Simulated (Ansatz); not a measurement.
`CC[Si]F` → `C[Si]F` + `[CH2]` (triplet) at 700 K and 1 bar (formal loss of a carbene).

Isolated molecules relaxed with PBE0-D4/def2-TZVP in Ansatz; ΔE leaves out vibrations. CCSD(T)/CBS adds triple-zeta CCSD(T) − MP2 to the extrapolated MP2 energy (def2 sets, frozen cores). This one scheme is used for every species. Triplets are unrestricted, without spin–orbit coupling. Each species was taken in one conformer, which may not be the lowest.

```csv
species,CCSD(T)/CBS energy (Eh),H − E (kJ/mol),S (J/(mol·K))
`CC[Si]F`,-468.00242,237.7,415.6
`C[Si]F`,-428.74649,145.4,354.0
`[CH2]` (triplet),-39.09499,70.4,226.8
```

H − E and S are ideal-gas, rigid-rotor, harmonic terms from PBE0-D4/def2-TZVP, for one conformer and one mirror image of each species, with the whole ground term of open shells counted as degenerate. 1 Eh = 2625.50 kJ/mol, R = 8.31446 J/(mol·K).

Problem. By hand: ΔE, ΔH, ΔS and ΔG.

Solution. ΔE = (-428.74649) + (-39.09499) − (-468.00242) = 0.16094 Eh = 422.5 kJ/mol. Δ(H − E) = 145.4 + 70.4 − 237.7 = -21.9, so ΔH = 400.6 kJ/mol. ΔS = 354.0 + 226.8 − 415.6 = 165.2 J/(mol·K). ΔG = 400.6 − 700 × (165.2)/1000 = 285.0 kJ/mol.

Problem. By hand: the equilibrium constant, and the temperature at which ΔG would vanish if ΔH and ΔS stayed fixed.

Solution. log₁₀ K = −ΔG/(RT ln 10) = -21.3. ΔG = 0 at ΔH/ΔS = 2425 K.

The number of gas molecules changes by +1, which sets the sign of ΔS. A doubt of 5 kJ/mol in ΔE shifts log₁₀ K by 0.4 here. Other conformers and mirror images would add mixing entropy, several J/(mol·K) or more a flexible species. Modes under 60 cm⁻¹, often nearly free rotors, make the harmonic entropy too high. A triplet takes part, so the spin changes. These are equilibria of isolated gas molecules and say nothing of rates. Largest T1 diagnostic: 0.014 (customary marks: 0.02 for closed shells, 0.045 for open ones).
